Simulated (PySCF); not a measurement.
**Run times: rubidium in Sapporo-DKH3-DZP-2012**

Measured wall times of calculations with PySCF 2.14 in Sapporo-DKH3-DZP-2012 (7s6p2d, 35 functions), with scalar relativity by spin-free X2C-1e, run from one Python driver. Hardware: 1 thread of Neoverse-V1 on a shared host, 1.3 GiB allowed. The two-electron integrals over 35 functions were computed once and kept in memory (0.24 CPU seconds with the set-up); the times below exclude them. Kohn-Sham runs start from converged Hartree-Fock orbitals.

Launch command (the driver calls PySCF for each step listed in the task file):

```bash
OMP_NUM_THREADS=1 python atomrun2.py TASK.json OUT
```

| species | step | iterations | wall time (s) |
| --- | --- | --- | --- |
| Rb⁺ [Kr] | UHF | 1 | 0.08 |
| Rb⁺ [Kr] | TPSS | 5 | 0.87 |
| Rb⁺ [Kr] | MP2 (6 electrons) |  | 0.01 |
| Rb⁺ [Kr] | CCSD(T) (6 electrons, 17 virtual orbitals) | 6 | 0.06 |
| Rb²⁺ [Ar] 3d10 4s2 4p5 | UHF | 5 | 0.11 |
| Rb²⁺ [Ar] 3d10 4s2 4p5 | TPSS | 5 | 0.86 |
| Rb²⁺ [Ar] 3d10 4s2 4p5 | MN15 | 6 | 0.94 |
| Rb²⁺ [Ar] 3d10 4s2 4p5 | MP2 (5 electrons) |  | 0.01 |
| Rb²⁺ [Ar] 3d10 4s2 4p5 | CCSD(T) (5 electrons, 18 virtual orbitals) | 7 | 0.13 |

Question: Roughly how long does MN15 take for Rb⁺ [Kr] here?

Answer: About 7.3 s.

Peak memory of the process: 0.22 GiB. Times on a shared host vary from run to run.
